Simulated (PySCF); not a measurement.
**Correlation energy of In (indium, neutral)**

[Kr] 4d10 5s1 5p1 5d1, one real determinant (an excited configuration). All numbers are calculated (PySCF 2.14, scalar relativity through the core potential, in aug-cc-pVQZ-PP with ECP28MDF (7s7p5d3f2g, 92 functions)). Frozen: 4s2 4p6 4d10; 3 electrons correlated.

```
  level  correlation energy (mhartree)
   CCSD                         -10.92
    (T)                          -0.93
CCSD(T)                         -11.85
```

Diagnostics: T1 = 0.034, D1 = 0.0804, largest double amplitude 0.245.

Q: Is a single reference adequate?

A: Not fully. The real determinant used has ⟨L²⟩ near 8 against 12 for a pure F term, so it mixes terms. The outer electron is Rydberg-like, and this basis confines it to a smaller radius and binds it less than a complete one would. T1 exceeds 0.03, a sign that the reference determinant is poor. A double-excitation amplitude exceeds 0.15, a sign of near-degeneracy.

The reference is one real determinant that mixes LS terms of this configuration.
